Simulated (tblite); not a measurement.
C₃H₈BrNSi.
Atom-mapped SMILES: `[CH3:1]/[CH:2]=[N:3]/[CH2:4][SiH2:5][Br:6]` (hydrogens: H7, H8, H9 on C1; H10 on C2; H11, H12 on C4; H13, H14 on Si5)

Computed with GFN2-xTB (tblite), gas phase: L-BFGS steps from a force-field or distance-geometry start until the largest atomic force falls under 0.01 eV/Å.

Step 53: E = -524.1728 eV
```
atom  x, y, z in Å  |  force x, y, z in eV/Å
C1     -2.3881   -0.9264    0.3856    0.021   0.020   0.002
C2     -1.2607    0.0025    0.6619    0.004   0.021   0.015
N3     -0.3608    0.2081   -0.1887   -0.023  -0.019  -0.012
C4      0.7532    1.0510    0.0839   -0.017  -0.027  -0.009
Si5     2.2657   -0.1028    0.1111    0.036   0.021  -0.031
Br6     4.0888    1.1597   -0.0246   -0.029  -0.004   0.029
H7     -2.3499   -1.2613   -0.6466   -0.005  -0.012  -0.002
H8     -2.3216   -1.7900    1.0481   -0.015   0.021   0.000
H9     -3.3369   -0.4280    0.5792    0.006  -0.015  -0.009
H10    -1.2698    0.4892    1.6515    0.043  -0.002  -0.007
H11     0.6511    1.6269    1.0182   -0.005   0.005   0.008
H12     0.8501    1.7567   -0.7458   -0.013   0.005   0.007
H13     2.3022   -0.9702   -1.0521   -0.007  -0.009  -0.011
H14     2.3760   -0.8158    1.3763    0.002  -0.006   0.019
```

Step 54: E = -524.1731 eV
```
atom  x, y, z in Å  |  force x, y, z in eV/Å
C1     -2.3881   -0.9266    0.3867    0.013   0.016   0.002
C2     -1.2591   -0.0003    0.6644   -0.004   0.031   0.004
N3     -0.3614    0.2063   -0.1885   -0.014   0.008  -0.003
C4      0.7519    1.0510    0.0819    0.004  -0.024  -0.001
Si5     2.2653   -0.1014    0.1099    0.035   0.005  -0.022
Br6     4.0883    1.1609   -0.0178   -0.022   0.003   0.027
H7     -2.3485   -1.2634   -0.6450    0.000  -0.014   0.005
H8     -2.3277   -1.7883    1.0519   -0.011   0.013  -0.001
H9     -3.3361   -0.4250    0.5756    0.005  -0.008  -0.006
H10    -1.2676    0.4860    1.6544    0.047  -0.006  -0.015
H11     0.6518    1.6296    1.0152   -0.013  -0.007  -0.002
H12     0.8517    1.7555   -0.7489   -0.032  -0.005   0.010
H13     2.3038   -0.9662   -1.0552   -0.005  -0.009  -0.012
H14     2.3752   -0.8184    1.3732   -0.001  -0.003   0.015
```

Step 55: E = -524.1734 eV
```
atom  x, y, z in Å  |  force x, y, z in eV/Å
C1     -2.3873   -0.9270    0.3881    0.000   0.008   0.001
C2     -1.2581   -0.0015    0.6666   -0.009   0.031  -0.011
N3     -0.3618    0.2048   -0.1878   -0.003   0.028   0.003
C4      0.7511    1.0509    0.0802    0.021  -0.015   0.005
Si5     2.2653   -0.1007    0.1076    0.019  -0.015  -0.006
Br6     4.0879    1.1611   -0.0087   -0.008   0.013   0.022
H7     -2.3458   -1.2674   -0.6427    0.006  -0.012   0.014
H8     -2.3325   -1.7862    1.0568   -0.005   0.007  -0.001
H9     -3.3351   -0.4232    0.5716    0.000  -0.001  -0.005
H10    -1.2669    0.4860    1.6559    0.049  -0.008  -0.016
H11     0.6528    1.6322    1.0126   -0.019  -0.021  -0.010
H12     0.8519    1.7548   -0.7512   -0.044  -0.014   0.010
H13     2.3046   -0.9620   -1.0603   -0.002  -0.006  -0.010
H14     2.3734   -0.8224    1.3692   -0.005   0.003   0.002
```

Question: Estimate the geometry and energy of step 56. (The exact step hangs on the optimiser's Hessian estimate; all steps are aligned on step 55, rigid shifts and turns removed.)

Answer: E = -524.1737 eV, largest force 0.052 eV/Å
```
atom  x, y, z in Å  |  force x, y, z in eV/Å
C1     -2.3860   -0.9275    0.3900   -0.014   0.000   0.001
C2     -1.2574   -0.0015    0.6688   -0.012   0.024  -0.028
N3     -0.3618    0.2035   -0.1866    0.008   0.038   0.002
C4      0.7507    1.0508    0.0786    0.030  -0.004   0.010
Si5     2.2655   -0.1004    0.1042   -0.004  -0.034   0.012
Br6     4.0874    1.1609    0.0036    0.009   0.025   0.016
H7     -2.3414   -1.2734   -0.6391    0.012  -0.007   0.022
H8     -2.3372   -1.7832    1.0635    0.004   0.003   0.002
H9     -3.3341   -0.4220    0.5664   -0.006   0.007  -0.005
H10    -1.2665    0.4879    1.6567    0.047  -0.007  -0.009
H11     0.6538    1.6349    1.0097   -0.020  -0.033  -0.012
H12     0.8508    1.7542   -0.7536   -0.048  -0.020   0.007
H13     2.3052   -0.9566   -1.0678    0.002  -0.001  -0.005
H14     2.3704   -0.8280    1.3636   -0.009   0.008  -0.012
```

The energy changes by -0.0003 eV. The first-order estimate −F·Δx gives -0.0004 eV and the mean of the old and new forces, exact on a quadratic surface, -0.0003 eV. The step makes an angle of 80° with the force vector and moves no atom by more than 0.012 Å.

The cost below is that of the whole relaxation. Hardware: one thread of an Arm Neoverse V1 (shared host). Cost: 0.5 s.
